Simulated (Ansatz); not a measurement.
Li2I2⁺. Total charge 1; doublet. Geometry r2SCAN-D4/def2-TZVP, that of the neutral singlet.

```xyz
4

Li    1.198   -0.066   -0.758
Li   -1.198    0.065    0.758
I    -0.939   -1.393   -1.364
I     0.939    1.393    1.364
```

In the def2 sets I takes a core potential; there is no spin–orbit coupling. The structure comes from a short search, and lower isomers may exist.

Question: Estimate the α-spin orbital energies around the gap (eV) in Ansatz with PBE-D4/def2-TZVP, r2SCAN-D4/def2-TZVP, PBE0-D4/def2-TZVP.

Answer: 
```json
{"orbital": "HOMO−5", "PBE-D4/def2-TZVP": "-12.57", "r2SCAN-D4/def2-TZVP": "-12.85", "PBE0-D4/def2-TZVP": "-13.81"}
{"orbital": "HOMO−4", "PBE-D4/def2-TZVP": "-12.01", "r2SCAN-D4/def2-TZVP": "-12.40", "PBE0-D4/def2-TZVP": "-13.26"}
{"orbital": "HOMO−3", "PBE-D4/def2-TZVP": "-11.83", "r2SCAN-D4/def2-TZVP": "-12.20", "PBE0-D4/def2-TZVP": "-13.04"}
{"orbital": "HOMO−2", "PBE-D4/def2-TZVP": "-11.80", "r2SCAN-D4/def2-TZVP": "-12.12", "PBE0-D4/def2-TZVP": "-13.02"}
{"orbital": "HOMO−1", "PBE-D4/def2-TZVP": "-11.80", "r2SCAN-D4/def2-TZVP": "-12.10", "PBE0-D4/def2-TZVP": "-12.99"}
{"orbital": "HOMO", "PBE-D4/def2-TZVP": "-11.71", "r2SCAN-D4/def2-TZVP": "-11.99", "PBE0-D4/def2-TZVP": "-12.86"}
{"orbital": "LUMO", "PBE-D4/def2-TZVP": "-5.46", "r2SCAN-D4/def2-TZVP": "-4.73", "PBE0-D4/def2-TZVP": "-4.86"}
{"orbital": "LUMO+1", "PBE-D4/def2-TZVP": "-4.86", "r2SCAN-D4/def2-TZVP": "-4.29", "PBE0-D4/def2-TZVP": "-4.21"}
{"orbital": "LUMO+2", "PBE-D4/def2-TZVP": "-4.80", "r2SCAN-D4/def2-TZVP": "-4.03", "PBE0-D4/def2-TZVP": "-4.19"}
{"orbital": "LUMO+3", "PBE-D4/def2-TZVP": "-4.11", "r2SCAN-D4/def2-TZVP": "-3.50", "PBE0-D4/def2-TZVP": "-3.45"}
{"orbital": "LUMO+4", "PBE-D4/def2-TZVP": "-4.09", "r2SCAN-D4/def2-TZVP": "-3.46", "PBE0-D4/def2-TZVP": "-3.40"}
{"orbital": "LUMO+5", "PBE-D4/def2-TZVP": "-3.56", "r2SCAN-D4/def2-TZVP": "-2.80", "PBE0-D4/def2-TZVP": "-2.87"}
{"orbital": "β HOMO", "PBE-D4/def2-TZVP": "-11.35", "r2SCAN-D4/def2-TZVP": "-11.43", "PBE0-D4/def2-TZVP": "-11.81"}
{"orbital": "β LUMO", "PBE-D4/def2-TZVP": "-11.10", "r2SCAN-D4/def2-TZVP": "-11.16", "PBE0-D4/def2-TZVP": "-10.69"}
```
